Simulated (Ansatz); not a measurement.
`CO[SiH2]C#N` → `COC#N` + `[SiH2]`  (silylene formation by 1,1-elimination)

Gas-phase electronic energies from Ansatz, PBE0-D4/def2-TZVP geometries. CBS: MP2 limit from def2 TZ/QZ plus the TZ coupled-cluster correction, frozen cores. This one scheme is used for every species. Functionals use def2-TZVPP. One conformer a species, not always the lowest.

`CO[SiH2]C#N`:

```xyz
10

C     0.376   -1.251   -0.880
O     0.609    0.144   -0.836
Si   -0.268    1.192    0.044
C    -0.184    0.706    1.837
N    -0.133    0.374    2.938
H    -0.638   -1.473   -1.228
H     1.090   -1.687   -1.578
H     0.522   -1.705    0.105
H     0.335    2.529   -0.101
H    -1.709    1.171   -0.301
```

`COC#N`:

Cartesian coordinates in Å:
```
C -0.788 -0.048 -0.302
O 0.109 -0.418 0.767
C 1.311 0.003 0.634
N 2.404 0.366 0.545
H -0.858 1.038 -0.365
H -0.429 -0.463 -1.244
H -1.749 -0.478 -0.035
```

`[SiH2]`:

Cartesian coordinates in Å:
```
Si 0.313 0.481 0.420
H 0.005 -1.007 0.547
H -0.318 0.526 -0.968
```

CCSD(T)/CBS gives +4.62 eV.

Problem. Another level gave +4.48 eV. Which?
A. r2SCAN0-D4/def2-TZVPP
B. revPBE/def2-TZVPP
C. LC-ωPBE/def2-TZVPP
D. LDA (SPW92)/def2-TZVPP

Solution. D. LDA (SPW92) 4.48, LC-ωPBE 4.59, r2SCAN0-D4 4.68, revPBE 4.06 eV.

Largest T1 diagnostic among the species: 0.014.

The D4 term adds +0.13 eV with B3LYP and +0.07 eV with PBE0; it sums over pairs of atoms, weighted by their polarisabilities, and B3LYP, whose exchange is more repulsive, gets the larger term. From PBE to PBE0 (25 % exact exchange), in def2-TZVPP and without D4, ΔE moves by +0.18 eV.

B3LYP here is the variant with VWN-RPA as its local correlation; programs differ in this.
